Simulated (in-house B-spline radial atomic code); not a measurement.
Results of a calculation; reference values are marked as such.
**C6 from the polarisability at imaginary frequency: Ga IV (Ga3+)**

wB97X linear response of the closed shell [Ar] 3d10, from a B-spline radial code for spherical atoms; scalar-relativistic (spin-free one-electron X2C), finite nucleus, no spin-orbit coupling.

The dispersion coefficient of two like species is C6 = (3/π) ∫ α(iu)² du from 0 to ∞.

```json
{"u (hartree)": "0", "α(iu) (bohr³)": "1.444"}
{"u (hartree)": "0.24", "α(iu) (bohr³)": "1.407"}
{"u (hartree)": "0.56", "α(iu) (bohr³)": "1.277"}
{"u (hartree)": "0.96", "α(iu) (bohr³)": "1.084"}
{"u (hartree)": "1.6", "α(iu) (bohr³)": "0.8316"}
{"u (hartree)": "2.4", "α(iu) (bohr³)": "0.6206"}
{"u (hartree)": "3.6", "α(iu) (bohr³)": "0.4284"}
{"u (hartree)": "5.6", "α(iu) (bohr³)": "0.2611"}
{"u (hartree)": "8", "α(iu) (bohr³)": "0.164"}
{"u (hartree)": "12", "α(iu) (bohr³)": "0.09078"}
{"u (hartree)": "20", "α(iu) (bohr³)": "0.04002"}
{"u (hartree)": "40", "α(iu) (bohr³)": "0.01218"}
```

Problem. Fit one oscillator, α(iu) = α(0)/(1 + u²/ω²), through u = 5.6 and estimate C6.

Solution. From α(0)/α(iu) − 1 = 1.444/0.2611 − 1 = 4.5304, ω = u/√4.5304 = 2.6310 hartree (71.6 eV). London's formula gives C6 = (3/4) α(0)² ω = 0.75 × 1.444² × 2.6310 = 4.114 hartree·bohr⁶, and the oscillator holds f = α(0) ω² = 10.00 electrons, of a sum of oscillator strengths of 27.8.

Problem. How does that compare with the full integral?

Solution. The program's quadrature over all excitations gives C6 = 3.236, so the single oscillator is off by +27.2 %. At the last point the fit gives α = 0.00622 against 0.0122: higher excitations, and deeper shells where there are any, keep the true curve higher at large u.
